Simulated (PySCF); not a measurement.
Species: SF₆.
Bonds: F1–S2, S2–F3, S2–F4, S2–F5, S2–F6, S2–F7.

The same species was optimised twice, with GFN2-xTB and with PBE0-D3(BJ)/def2-SVP (PySCF), and the same property calculations (PySCF, gas phase) were run on both structures.

| coordinate | GFN2-xTB | PBE0-D3(BJ)/def2-SVP | change |
| --- | --- | --- | --- |
| S2–F6 (Å) | 1.591 | 1.581 | -0.010 |
| S2–F7 (Å) | 1.590 | 1.581 | -0.009 |
| S2–F4 (Å) | 1.591 | 1.581 | -0.010 |
| S2–F3 (Å) | 1.590 | 1.581 | -0.009 |
| S2–F5 (Å) | 1.590 | 1.581 | -0.009 |
| F1–S2 (Å) | 1.590 | 1.581 | -0.009 |
| F1–S2–F7 (°) | 90.0 | 90.1 | +0.1 |
| F3–S2–F6 (°) | 90.1 | 90.0 | -0.1 |
| F1–S2–F6 (°) | 180.0 | 179.9 | -0.1 |
| F6–S2–F7 (°) | 90.0 | 90.0 | 0.0 |
| F3–S2–F4 (°) | 90.0 | 90.0 | 0.0 |
| F1–S2–F3 (°) | 90.0 | 89.9 | -0.1 |
| F1–S2–F4 (°) | 90.0 | 90.0 | 0.0 |
| F3–S2–F5 (°) | 90.0 | 90.0 | 0.0 |

Rotational constants: A = 2630, B = 2629, C = 2628 MHz (GFN2-xTB) against A = 2662, B = 2661, C = 2659 MHz (PBE0-D3(BJ)/def2-SVP). Point groups within 0.08 Å: Oh and Oh.

On the GFN2-xTB structure: HOMO (eV) -12.60 [PBE0/pcSseg-1]; LUMO (eV) -2.30 [PBE0/pcSseg-1]; GIAO shielding of F1 (×6) (mean) (ppm) 76.3 [PBE0/pcSseg-1]; GIAO shielding of S2 (ppm) 288.9 [PBE0/pcSseg-1].

**Question.** What do these properties become on the PBE0-D3(BJ)/def2-SVP structure?

**Answer.** 
```json
{"property": "HOMO (eV)", "level": "PBE0/pcSseg-1", "on GFN2-xTB": "-12.60", "on PBE0-D3(BJ)/def2-SVP": "-12.58", "change": "+0.02"}
{"property": "LUMO (eV)", "level": "PBE0/pcSseg-1", "on GFN2-xTB": "-2.30", "on PBE0-D3(BJ)/def2-SVP": "-1.98", "change": "+0.32"}
{"property": "energy, GFN2-xTB geometry as zero (kcal/mol)", "level": "PBE0/pcSseg-1", "on GFN2-xTB": "0.0", "on PBE0-D3(BJ)/def2-SVP": "0.7", "change": "+0.7"}
{"property": "GIAO shielding of F1 (×6) (mean) (ppm)", "level": "PBE0/pcSseg-1", "on GFN2-xTB": "76.3", "on PBE0-D3(BJ)/def2-SVP": "90.0", "change": "+13.7"}
{"property": "GIAO shielding of S2 (ppm)", "level": "PBE0/pcSseg-1", "on GFN2-xTB": "288.9", "on PBE0-D3(BJ)/def2-SVP": "300.3", "change": "+11.4"}
```

The heavy atoms differ by 0.009 Å rms after alignment. Among bonds between heavy atoms F1–S2, S2–F3, S2–F4, S2–F5, S2–F6 and S2–F7 change most and about equally (-0.010 to -0.009 Å). Changes are differences of the printed values. Neither structure is proved a minimum here.
